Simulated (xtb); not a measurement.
C2H3O2 (SMILES CO[C-]=O), charge -1, singlet, at a GFN2-xTB geometry; GFN0-xTB with GBSA(toluene) (xtb 6.7.1).

Here is a job for xtb.
```
$ xtb mol.xyz --gfn 0 --chrg -1 --gbsa toluene --json

# file mol.xyz
7

C     -1.15412904    -0.13368505    -0.00475851
O     -0.72670803    -1.11946687     0.60148897
O      0.00963198     0.80173294    -0.46742437
C      1.28691312     0.41218812    -0.14832584
H      1.79443639     1.15884469     0.49102832
H      1.24026991    -0.54555805     0.40753573
H      1.90519756     0.25756633    -1.05257476
```

### Question
Predict the main parts of the log of this xtb run.

### Answer

```
   ID    Z sym.   atoms
    1    6 C      1, 4
    2    8 O      2, 3
    3    1 H      5-7

           -------------------------------------------------
          |                Calculation Setup                |
           -------------------------------------------------

           -------------------------------------------------
          |                 G F N 0 - x T B                 |
           -------------------------------------------------

      * Solvation model:               GBSA
        Solvent                        toluene
        Parameter file                 internal GFN2-xTB/GBSA
        Dielectric constant                7.0000E+00
        Reference state                gsolv [1 M gas/solution]
        Free energy shift                  4.5239E-03 Eh       2.8388E+00 kcal/mol
        Temperature                        2.9815E+02 K
        Density                            8.6700E-01 kg/L
        Solvent mass                       9.2140E+01 g/mol
        Interaction kernel             Still
        Born radius scaling (c1)           1.5686E+00
        Born radii integrator          GBOBC
        Born offset                        0.0000E+00 a0       0.0000E+00 AA
        H-bond correction              false
        Ion screening                  false
        Surface tension                    1.0000E-05 Eh       1.5569E+01 dyn/cm
        Grid points                               230 per atom

          ...................................................
          :                      SETUP                      :
          :.................................................:
          :  # basis functions                  22          :
          :  # atomic orbitals                  22          :
          :  # shells                           14          :
          :  # electrons                        24          :
          :  electronic temp.          300.0000000     K    :
          :  accuracy                    1.0000000          :
          :  -> integral cutoff          0.2500000E+02      :
          :  -> integral neglect         0.1000000E-07      :
          ...................................................

         :::::::::::::::::::::::::::::::::::::::::::::::::::::
         ::                     SUMMARY                     ::
         :::::::::::::::::::::::::::::::::::::::::::::::::::::
         :: total energy             -13.896558677312 Eh    ::
         :: total w/o Gsasa/hb       -13.893430329505 Eh    ::
         :: gradient norm              0.062360773713 Eh/a0 ::
         :: HOMO-LUMO gap              2.844082513720 eV    ::
         ::.................................................::
         :: H0 energy                -12.666840256984 Eh    ::
         :: repulsion energy           0.087084856991 Eh    ::
         :: electrostat energy        -1.285821697940 Eh    ::
         :: -> Gsolv                   0.000000000000 Eh    ::
         ::    -> Gsasa               -0.007652227679 Eh    ::
         ::    -> Gshift               0.004523879872 Eh    ::
         :: dispersion energy         -0.001485491473 Eh    ::
         :: short-range corr.         -0.029496087906 Eh    ::
         :: add. restraining           0.000000000000 Eh    ::
         :: total charge              -1.000000000000 e     ::
         :::::::::::::::::::::::::::::::::::::::::::::::::::::

           -------------------------------------------------
          |                Property Printout                |
           -------------------------------------------------

    * Orbital Energies and Occupations

         #    Occupation            Energy/Eh            Energy/eV
      -------------------------------------------------------------
         1        2.0000           -0.6850718             -18.6418
         2        2.0000           -0.6691783             -18.2093
         3        2.0000           -0.6179989             -16.8166
         4        2.0000           -0.5727709             -15.5859
         5        2.0000           -0.5446964             -14.8219
         6        2.0000           -0.5409538             -14.7201
         7        2.0000           -0.5173160             -14.0769
         8        2.0000           -0.4846540             -13.1881
         9        2.0000           -0.4711508             -12.8207
        10        2.0000           -0.4383517             -11.9282
        11        2.0000           -0.4141493             -11.2696
        12        2.0000           -0.3771281             -10.2622 (HOMO)
        13                         -0.2726100              -7.4181 (LUMO)
        14                         -0.1519409              -4.1345
        15                         -0.1327212              -3.6115
        16                         -0.0898019              -2.4436
        17                         -0.0772439              -2.1019
        18                          0.0320909               0.8732
        19                          0.2251241               6.1259
        20                          0.2259332               6.1480
        21                          0.2508111               6.8249
        22                          0.3083251               8.3900
      -------------------------------------------------------------
                  HL-Gap            0.1045181 Eh            2.8441 eV
             Fermi-level            0.0000000 Eh            0.0000 eV

     #   Z          covCN         q      C6AA      α(0)
     1   6 C        1.667     0.221    26.815     8.387
     2   8 O        0.855    -0.775    30.739     7.439
     3   8 O        1.661    -0.504    22.803     6.460
     4   6 C        3.623     0.033    22.805     6.955
     5   1 H        0.922    -0.024     3.518     2.933
     6   1 H        0.922     0.074     2.043     2.235
     7   1 H        0.922    -0.024     3.518     2.933

 Mol. C6AA /au·bohr⁶  :        643.236935
 Mol. C8AA /au·bohr⁸  :      13804.866324
 Mol. α(0) /au        :         37.343203

Wiberg/Mayer (AO) data.
largest (>0.10) Wiberg bond orders for each atom

 ---------------------------------------------------------------------------
     #   Z sym  total        # sym  WBO       # sym  WBO       # sym  WBO
 ---------------------------------------------------------------------------
     1   6 C    2.873 --     2 O    1.947     3 O    0.880
     2   8 O    2.191 --     1 C    1.947     3 O    0.182
     3   8 O    2.120 --     4 C    1.014     1 C    0.880     2 O    0.182
     4   6 C    3.960 --     3 O    1.014     5 H    0.974     7 H    0.974
                             6 H    0.960
     5   1 H    1.001 --     4 C    0.974
     6   1 H    1.005 --     4 C    0.960
     7   1 H    1.001 --     4 C    0.974
 ---------------------------------------------------------------------------

Topologies differ in total number of bonds
Writing topology from bond orders to xtbtopo.mol

 dipole moment from electron density (au)
     X       Y       Z
   1.8958   0.1495   0.0487  total (Debye):    4.835

           -------------------------------------------------
          | TOTAL ENERGY              -13.896558677312 Eh   |
          | GRADIENT NORM               0.062360773713 Eh/α |
          | HOMO-LUMO GAP               2.844082513720 eV   |
           -------------------------------------------------

normal termination of xtb
```
